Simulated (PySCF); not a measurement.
Compound: C₂H₃F₃O₂Si.
Structure used (GFN2-xTB), in Å, numbered top down from 1:
```xyz
11
C2H3F3O2Si angstrom
O     -0.3849    0.2131    1.7727
C      0.0443   -0.0452    0.6790
Si    -0.7812    0.5463   -0.9574
O     -2.0689    1.3965   -0.4972
C      1.3212   -0.8941    0.5299
F      1.0599   -1.9994   -0.1900
F      2.2569   -0.2080   -0.1495
F      1.8697   -1.2863    1.6778
H     -1.1863   -0.6502   -1.6809
H      0.1842    1.4031   -1.6299
H     -2.3095    1.5268    0.4196
```

The calculation used PBE0/def2-SVPD in PySCF (dipole) on a GFN2-xTB geometry, gas phase.

Masses are those of the commonest isotopes; rigid-rotor values at the optimised geometry. The values belong to one conformer with, in the numbering `[O:1]=[C:2]([SiH2:3][OH:4])[C:5]([F:6])([F:7])[F:8]`, O1–C2–Si3–O4 0°, C2–Si3–O4–H -1°.

Problem. What are A, B and C (cm⁻¹)?

Solution. Ia = 159.88, Ib = 467.05, Ic = 532.57 u·Å²; 505379 MHz·u·Å²/I gives 3161, 1082 and 948.9 MHz, that is A = 0.10544, B = 0.03609, C = 0.03165 cm⁻¹.

Problem. Classify the top.

Solution. An asymmetric top; Ray's κ = -0.880.

Problem. What does the inertial defect say?

Solution. Not planar: Δ = Ic − Ia − Ib = -94.37 u·Å². For a rigid frame Δ = −2 Σ m c², so Σ m c² = 47.18 u·Å² lies off the ab plane: 3.07 from hydrogen and 44.11 from heavier atoms. The atom farthest from that plane is 1.24 Å away.

Problem. Give the other two planar moments, Paa and Pbb, and the rms extents of the mass along the axes.

Solution. Paa = Σ m a² = (Ib + Ic − Ia)/2 = 419.87 and Pbb = Σ m b² = (Ia + Ic − Ib)/2 = 112.70 u·Å². With the mass M = 143.99 u, the rms extents √(P/M) along a, b and c are 1.71, 0.88, 0.57 Å.

Problem. List the rotational levels J(Ka,Kc) to J = 3 (MHz).

Solution. Above 0(0,0):
J = 1: 1(0,1) 2031, 1(1,1) 4110, 1(1,0) 4243
J = 2: 2(0,2) 6087, 2(1,2) 8039, 2(1,1) 8438, 2(2,1) 14675, 2(2,0) 14681
J = 3: 3(0,3) 12155, 3(1,3) 13928, 3(1,2) 14727, 3(2,2) 20768, 3(2,1) 20799, 3(3,1) 31499, 3(3,0) 31499
The levels of one J sum to (2J + 1)J(J + 1)(A + B + C)/3.

Problem. Which types of transition are allowed, and where do some lines up to J = 2 fall?

Solution. The dipole components are |μa| = 1.30 D, |μb| = 0.70 D, |μc| = 0.00 D; the mirror of this Cs structure is the ab plane, so μc vanishes by symmetry (the 0.01 D computed is a residue) and there are no c-type lines. Intensities carry the squares of the components, which stand as 1.00 : 0.29 (a : b). Some lines, for components of 0.1 D or more:

```tsv
type	branch	J(Ka,Kc)	MHz	lower level (cm⁻¹)
a	Q	2(1,1) ← 2(1,2)	399	0.268
b	R	2(0,2) ← 1(1,1)	1977	0.137
a	R	1(0,1) ← 0(0,0)	2031	0.000
b	Q	1(1,0) ← 1(0,1)	2212	0.068
b	Q	2(1,1) ← 2(0,2)	2351	0.203
a	R	2(1,2) ← 1(1,1)	3929	0.137
a	R	2(0,2) ← 1(0,1)	4056	0.068
b	R	1(1,1) ← 0(0,0)	4110	0.000
a	R	2(1,1) ← 1(1,0)	4195	0.142
b	R	2(1,2) ← 1(0,1)	6008	0.068
b	Q	2(2,0) ← 2(1,1)	6243	0.281
b	Q	2(2,1) ← 2(1,2)	6636	0.268
b	R	2(2,1) ← 1(1,0)	10432	0.142
b	R	2(2,0) ← 1(1,1)	10571	0.137
```

Problem. Estimate the classical rotational partition function at 100 K, 200 K and 298.15 K.

Solution. Point group Cs, symmetry number σ = 1; q = (√π/σ)·√((kT/h)³/(ABC)), k/h = 20836.6 MHz/K: 93600 at 100 K, 265000 at 200 K, 482000 at 298.15 K.

Stationary, but not proved a minimum. No vibrational averaging or centrifugal distortion is included, and the geometry carries the error of its method.
